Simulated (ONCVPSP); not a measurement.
Building the ONCV potential for tungsten (PBE, scalar-relativistic).

The input file (ONCVPSP 4.0.1):

```
# ATOM AND REFERENCE CONFIGURATION
# atsym  z   nc   nv     iexc    psfile
  W 74.00    9    5        4      upf
#
#   n    l    f
    1    0    2.00
    2    0    2.00
    2    1    6.00
    3    0    2.00
    3    1    6.00
    3    2   10.00
    4    0    2.00
    4    1    6.00
    4    2   10.00
    4    3   14.00
    5    0    2.00
    5    1    6.00
    5    2    4.00
    6    0    1.00
#
# PSEUDOPOTENTIAL AND OPTIMIZATION
# lmax
    3
#
#   l,   rc,      ep,       ncon, nbas, qcut
    0    1.35    0.00    4    8    6.70
    1    2.05    0.00    3    6    7.80
    2    1.85    0.00    5    9    5.20
    3    0.80    0.00    4    9   24.60
#
# LOCAL POTENTIAL
# lloc, lpopt,  rc(5),   dvloc0
    4    5    0.65    2.00
#
# VANDERBILT-KLEINMAN-BYLANDER PROJECTORs
# l, nproj, debl
    0    3    1.80
    1    2    0.80
    2    2    3.70
    3    2    0.80
#
# MODEL CORE CHARGE
# icmod, fcfact, rcfact
    0    0.00    0.00
#
# LOG DERIVATIVE ANALYSIS
# epsh1, epsh2, depsh
   -5.00    5.00    0.04
#
# OUTPUT GRID
# rlmax, drl
    6.00    0.01
#
# TEST CONFIGURATIONS
# ncnf
    4
# nvcnf
#   n    l    f
    5
    4    3   14.00
    5    0    2.00
    5    1    6.00
    5    2    4.00
    6    0    2.00
#
    5
    4    3   14.00
    5    0    2.00
    5    1    6.00
    5    2    4.00
    6    0    0.00
#
    5
    4    3   14.00
    5    0    2.00
    5    1    6.00
    5    2    3.00
    6    0    0.00
#
    6
    4    3   14.00
    5    0    2.00
    5    1    6.00
    5    2    4.00
    6    0    1.00
    6    1    1.00
#
```

Command:

```bash
oncvpsp.x < W.dat > W.out
```

The program printed (shortened: citation, most of the input echo, consistency checks and plot data are left out):

```
ONCVPSP  (Optimized Norm-Conservinng Vanderbilt PSeudopotential)
scalar-relativistic version 4.0.1

#   n    l    f        energy (Ha)
    1    0    2.00    -2.5542934E+03
    2    0    2.00    -4.4108744E+02
    2    1    6.00    -3.8574369E+02
    3    0    2.00    -1.0179738E+02
    3    1    6.00    -8.5410919E+01
    3    2   10.00    -6.6577393E+01
    4    0    2.00    -2.1219298E+01
    4    1    6.00    -1.5845317E+01
    4    2   10.00    -9.0372292E+00
    4    3   14.00    -1.4953418E+00
    5    0    2.00    -3.1811419E+00
    5    1    6.00    -1.8637953E+00
    5    2    4.00    -4.3098130E-01
    6    0    1.00    -4.4766545E-01

Reference configufation results
  iterations    29
  all-electron total energy (Ha)   -1.61421869D+04

Begin loop to  construct optimized pseudo wave functions
and semi-local pseudopoentials for all angular momenta

   Wellstate for l =  0  n =  7
     eigenvalue =   1.3523
     asymptotic potential =   1.8523
     half-point radius =  2.9735

Calculating optimized projector #   1

 for l=   0

    Fraction of norm inside rc  0.808618
    Optimizing pswf for qcut=   6.70 a_B^-1,  ecut=  22.47 Ha
    Residual kinetic energy error=  1.40D-03 Ha

    Energy error per electron        Cutoff
         Ha          eV             Ha
         0.01000     0.27211       18.04
         0.00100     0.02721       24.47
         0.00010     0.00272       89.32
         0.00001     0.00027      109.00

Calculating optimized projector #   2

 for l=   0

    Fraction of norm inside rc  0.048221
    Optimizing pswf for qcut=   6.70 a_B^-1,  ecut=  22.47 Ha
    Residual kinetic energy error=  4.46D-04 Ha

    Energy error per electron        Cutoff
         Ha          eV             Ha
         0.01000     0.27211       15.14
         0.00100     0.02721       20.70
         0.00010     0.00272       35.83
         0.00001     0.00027       82.19

Calculating optimized projector #   3

 for l=   0

    Fraction of norm inside rc  0.043224
    Optimizing pswf for qcut=   6.70 a_B^-1,  ecut=  22.47 Ha
    Residual kinetic energy error=  1.01D-03 Ha

    Energy error per electron        Cutoff
         Ha          eV             Ha
         0.01000     0.27211       16.87
         0.00100     0.02721       22.67
         0.00010     0.00272       39.90
         0.00001     0.00027       72.58

WARNING wellstate: negative energy specified for n= 6 l=  1
WARNING scattering state with energy  0.25000000
WARNING will be used for the first projector

   Wellstate for l =  1  n =  7
     eigenvalue =   0.2500
     asymptotic potential =   0.7500
     half-point radius =  6.6135

Calculating optimized projector #   1

 for l=   1

    Fraction of norm inside rc  0.950860
    Optimizing pswf for qcut=   7.80 a_B^-1,  ecut=  30.45 Ha
    Residual kinetic energy error=  2.44D-08 Ha

    Energy error per electron        Cutoff
         Ha          eV             Ha
         0.01000     0.27211        8.91
         0.00100     0.02721       11.31
         0.00010     0.00272       13.79
         0.00001     0.00027       20.59

Calculating optimized projector #   2

 for l=   1

    Fraction of norm inside rc  0.063657
    Optimizing pswf for qcut=   7.80 a_B^-1,  ecut=  30.45 Ha
    Residual kinetic energy error=  9.44D-09 Ha

    Energy error per electron        Cutoff
         Ha          eV             Ha
         0.01000     0.27211        6.90
         0.00100     0.02721        9.47
         0.00010     0.00272       12.22
         0.00001     0.00027       21.28

   Wellstate for l =  2  n =  7
     eigenvalue =   3.2690
     asymptotic potential =   3.7690
     half-point radius =  2.9965

Calculating optimized projector #   1

 for l=   2

    Fraction of norm inside rc  0.522032
    Optimizing pswf for qcut=   5.21 a_B^-1,  ecut=  13.55 Ha
    Residual kinetic energy error=  1.19D-03 Ha

    Energy error per electron        Cutoff
         Ha          eV             Ha
         0.01000     0.27211       10.47
         0.00100     0.02721       13.93
         0.00010     0.00272       37.31
         0.00001     0.00027       76.28

Calculating optimized projector #   2

 for l=   2

    Fraction of norm inside rc  0.125704
    Optimizing pswf for qcut=   5.21 a_B^-1,  ecut=  13.55 Ha
    Residual kinetic energy error=  5.69D-03 Ha

    Energy error per electron        Cutoff
         Ha          eV             Ha
         0.01000     0.27211       12.60
         0.00100     0.02721       17.08
         0.00010     0.00272       30.39
         0.00001     0.00027       53.04

WARNING wellstate: negative energy specified for n= 5 l=  3
WARNING scattering state with energy  0.25000000
WARNING will be used for the first projector

   Wellstate for l =  3  n =  5
     eigenvalue =   0.2500
     asymptotic potential =   0.7500
     half-point radius =  6.1817

Calculating optimized projector #   1

 for l=   3

    Fraction of norm inside rc  0.788937
    Optimizing pswf for qcut=  24.58 a_B^-1,  ecut= 302.10 Ha
    Residual kinetic energy error=  2.06D-07 Ha

    Energy error per electron        Cutoff
         Ha          eV             Ha
         0.01000     0.27211      204.99
         0.00100     0.02721      234.10
         0.00010     0.00272      257.27
         0.00001     0.00027      275.50

Calculating optimized projector #   2

 for l=   3

    Fraction of norm inside rc  0.004126
    Optimizing pswf for qcut=  24.58 a_B^-1,  ecut= 302.10 Ha
    Residual kinetic energy error=  2.79D-09 Ha

    Energy error per electron        Cutoff
         Ha          eV             Ha
         0.01000     0.27211      120.30
         0.00100     0.02721      168.09
         0.00010     0.00272      205.76
         0.00001     0.00027      236.07

Construct Vanderbilt / Kleinmman-Bylander projectors

B matrix Hermiticity error, ll=   0
   1   2    4.1640E-04
   1   3   -7.0333E-04
   2   3    9.7265E-05

  Orthonormal projector coefficients  4.4400E+01  1.0845E+01  2.3810E+00

B matrix Hermiticity error, ll=   1
   1   2   -1.9302E-04

  Orthonormal projector coefficients  2.0022E+01  1.0108E+00

B matrix Hermiticity error, ll=   2
   1   2   -3.4835E-04

  Orthonormal projector coefficients  1.5007E+01  1.3123E+00

B matrix Hermiticity error, ll=   3
   1   2    1.5925E-04

  Orthonormal projector coefficients -3.7208E+01 -1.0250E+01

Pseudoatom total energy -368.362269

Diagnostic tests using Vanderbilt-Kleinman-Bylander pseudopotentials
  1 or more projectors used as specified by nproj input data

   l    rcore       rmatch      e in        delta e   norm test  slope test

   0   1.3558665   1.3970336  -3.1811419  -0.0000111   1.0002185   1.0002343
   0   1.3558665   1.3970336  -0.4476654   0.0000096   1.0000884   1.0000794
   0   1.3558665   1.3970336   1.3523346   0.0000820   1.0005950   1.0005950

   1   2.0609886   2.1235647  -1.8637953   0.0000014   1.0001740   1.0001727
   1   2.0609886   2.1235647   0.2500000   0.0000252   1.0001722   1.0001722

   2   1.8505973   1.9067855  -0.4309813   0.0000005   1.0000488   1.0000554
   2   1.8505973   1.9067855   3.2690187   0.0000951   1.0003448   1.0003448

   3   0.8009301   0.8252481  -1.4953418   0.0000016   1.0005715   1.0005299
   3   0.8009301   0.8252481   0.2500000  -0.0000973   1.0009143   1.0009143

 Testing for bound ghosts
   n   l    E NL Schr. Eq   E Basis Diag.   E Cutoff

       0                      -17.942990    190.06  WARNING - GHOST(-)
   1   0       -3.181153       -3.181139    190.06
   2   0       -0.447656       -0.296912    190.06

       1                       -5.530696     36.89  WARNING - GHOST(-)
   2   1       -1.863794       -1.863496     36.89

   3   2       -0.430981       -0.427683    129.26

   4   3       -1.495340       -1.491061    769.71

 Testing for highly-localized positive-energy ghosts
       l    <radius>/rc     E Basis Diag.   E Cutoff

       2        0.884811        8.310038    129.26  WARNING - GHOST(+)

Test configuration 0

   n   l     f        eae           eps        diff
   1   0  2.0000-2554.29339267
   2   0  2.0000 -441.08744223
   2   1  6.0000 -385.74369191
   3   0  2.0000 -101.79738334
   3   1  6.0000  -85.41091876
   3   2 10.0000  -66.57739252
   4   0  2.0000  -21.21929772
   4   1  6.0000  -15.84531711
   4   2 10.0000   -9.03722917
   4   3 14.0000   -1.49534176   -1.49534012    1.63D-06
   5   0  2.0000   -3.18114191   -3.18115296   -1.11D-05
   5   1  6.0000   -1.86379527   -1.86379389    1.38D-06
   5   2  4.0000   -0.43098130   -0.43098077    5.38D-07
   6   0  1.0000   -0.44766545   -0.44765580    9.65D-06

    Total energies and differences
      AE_ref= -1.61421869D+04  AE_tst= -1.61421869D+04  dif=  0.00D+00
      PS_ref= -3.68362269D+02  PS_tst= -3.68362269D+02  dif= -3.98D-12
      PSP excitation error=  3.98D-12

Test configuration 1

   n   l     f        eae           eps        diff
   1   0  2.0000-2554.01648257
   2   0  2.0000 -440.81249975
   2   1  6.0000 -385.46869021
   3   0  2.0000 -101.52222840
   3   1  6.0000  -85.13576036
   3   2 10.0000  -66.30236720
   4   0  2.0000  -20.94403960
   4   1  6.0000  -15.57010256
   4   2 10.0000   -8.76214472
   4   3 14.0000   -1.22032709   -1.21878830    1.54D-03
   5   0  2.0000   -2.90589091   -2.90565657    2.34D-04
   5   1  6.0000   -1.58764932   -1.58756786    8.15D-05
   5   2  4.0000   -0.16464925   -0.16469977   -5.05D-05
   6   0  2.0000   -0.20995059   -0.20991322    3.74D-05

    Total energies and differences
      AE_ref= -1.61421869D+04  AE_tst= -1.61425134D+04  dif= -3.26D-01
      PS_ref= -3.68362269D+02  PS_tst= -3.68688824D+02  dif= -3.27D-01
      PSP excitation error=  9.35D-05

Test configuration 2

   n   l     f        eae           eps        diff
   1   0  2.0000-2554.61257383
   2   0  2.0000 -441.40399517
   2   1  6.0000 -386.06033646
   3   0  2.0000 -102.11383988
   3   1  6.0000  -85.72738216
   3   2 10.0000  -66.89373317
   4   0  2.0000  -21.53583630
   4   1  6.0000  -16.16181158
   4   2 10.0000   -9.35356450
   4   3 14.0000   -1.81143461   -1.81312801   -1.69D-03
   5   0  2.0000   -3.49679521   -3.49706810   -2.73D-04
   5   1  6.0000   -2.17922323   -2.17931065   -8.74D-05
   5   2  4.0000   -0.73062511   -0.73054972    7.54D-05

    Total energies and differences
      AE_ref= -1.61421869D+04  AE_tst= -1.61416107D+04  dif=  5.76D-01
      PS_ref= -3.68362269D+02  PS_tst= -3.67785844D+02  dif=  5.76D-01
      PSP excitation error= -2.01D-04

Test configuration 3

   n   l     f        eae           eps        diff
   1   0  2.0000-2555.09139038
   2   0  2.0000 -441.88462466
   2   1  6.0000 -386.54100199
   3   0  2.0000 -102.59157382
   3   1  6.0000  -86.20512918
   3   2 10.0000  -67.37199265
   4   0  2.0000  -22.01305344
   4   1  6.0000  -16.63916079
   4   2 10.0000   -9.83111873
   4   3 14.0000   -2.28795387   -2.28560196    2.35D-03
   5   0  2.0000   -3.96754052   -3.96713181    4.09D-04
   5   1  6.0000   -2.63955155   -2.63949292    5.86D-05
   5   2  3.0000   -1.14320517   -1.14319739    7.78D-06

    Total energies and differences
      AE_ref= -1.61421869D+04  AE_tst= -1.61406779D+04  dif=  1.51D+00
      PS_ref= -3.68362269D+02  PS_tst= -3.66852971D+02  dif=  1.51D+00
      PSP excitation error= -2.95D-04

Test configuration 4

   n   l     f        eae           eps        diff
   1   0  2.0000-2554.07601569
   2   0  2.0000 -440.87106178
   2   1  6.0000 -385.52723831
   3   0  2.0000 -101.58104604
   3   1  6.0000  -85.19457360
   3   2 10.0000  -66.36110867
   4   0  2.0000  -21.00298274
   4   1  6.0000  -15.62901517
   4   2 10.0000   -8.82097713
   4   3 14.0000   -1.27912843   -1.27821915    9.09D-04
   5   0  2.0000   -2.96494721   -2.96474860    1.99D-04
   5   1  6.0000   -1.64686148   -1.64672057    1.41D-04
   5   2  4.0000   -0.21676306   -0.21679162   -2.86D-05
   6   0  1.0000   -0.24833294   -0.24831212    2.08D-05
   6   1  1.0000   -0.07776850   -0.07776265    5.85D-06

    Total energies and differences
      AE_ref= -1.61421869D+04  AE_tst= -1.61423482D+04  dif= -1.61D-01
      PS_ref= -3.68362269D+02  PS_tst= -3.68523604D+02  dif= -1.61D-01
      PSP excitation error=  6.86D-05
```

Note: ghosts flagged at negative energy: s at -488.3 eV, p at -150.5 eV; GHOST(+) flagged for d at 226.1 eV. A true bound ghost makes a file unfit for plane-wave use.

The run took about 5.2 s on one core of a shared server CPU.
